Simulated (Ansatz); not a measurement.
Cartesian coordinates (Å):
SMILES: [SH][In]([CH3])[SH]
```xyz
9

C      1.6383     0.3477    -0.4126
In    -0.4005    -0.2930    -0.4570
S     -2.2759     1.1617    -0.1663
S     -1.0449    -2.5653    -0.7996
H      1.8747     0.7327     0.5799
H      2.2985    -0.4870    -0.6441
H      1.7861     1.1435    -1.1431
H     -1.5172     2.2599    -0.0136
H     -2.3592    -2.3002    -0.7181
```
Charge 0, spin multiplicity 1.

Computed with frozen-core CCSD(T)/def2-TZVPP // PBE0-D4/def2-TZVP run with Ansatz (a program for electronic structure).

```yaml
HF energy: -1025.16740 Ha
MP2 correlation energy: -0.82303 Ha
```

**Question.** Estimate the CCSD correlation energy, the (T) correction, the total energy and the T1 diagnostic.

**Answer.** 
- CCSD correlation energy: -0.86419 Ha
- (T) correction: -0.03540 Ha
- CCSD(T) total energy: -1026.06699 Ha
- T1 diagnostic: 0.013
